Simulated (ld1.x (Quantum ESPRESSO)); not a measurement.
**Transferability test, RRKJ potential for gold**

- Element: gold (Au)
- Generator: ld1.x (Quantum ESPRESSO) 7.5
- Type: norm-conserving RRKJ (Kleinman–Bylander form)
- Functional: PBE
- Relativity: scalar-relativistic
- Frozen core: [Kr] 4d10 4f14
- Valence charge: 19
- Reference configuration: 5s2 5p6 5d10 6s1 6p0
- Partial waves: 5s (bound): rc 1.10 bohr; 5p (bound): rc 1.75 bohr; 5d (bound): rc 1.70 bohr
- Local potential: all-electron potential smoothed inside 1.35 bohr (lloc = -1)
- Core correction: none
- rho0: 0.02

Occupied shells without a wave of their own: 6s. They enter only through the test configuration that unscreens the potential.

Energies are relative to the spin-unpolarised reference configuration 5s2 5p6 5d10 6s1 6p0; without spin polarisation the order of configurations can differ from experiment.

Task: Give the all-electron excitation energy and the error of the potential for: 5s2 5p6 5d10 6s0 6p0; 5s2 5p6 5d9 6s0 6p0; 5s2 5p6 5d8 6s0 6p0; 5s2 5p6 5d9 6s2 6p0; 5s2 5p6 5d9 6s1 6p0; 5s2 5p6 5d10 6s0 6p1; 5s2 5p5 5d10 6s1 6p0.

Result:

```tsv
valence configuration	charge	ΔE all-electron (eV)	error AE − PS (meV)
5s2 5p6 5d10 6s0 6p0	+1	9.409	+85
5s2 5p6 5d9 6s0 6p0	+2	30.617	+117
5s2 5p6 5d8 6s0 6p0	+3	64.494	+155
5s2 5p6 5d9 6s2 6p0	0	1.693	-77
5s2 5p6 5d9 6s1 6p0	+1	12.124	+2.8
5s2 5p6 5d10 6s0 6p1	0	5.248	+159
5s2 5p5 5d10 6s1 6p0	+1	66.105	-154
```
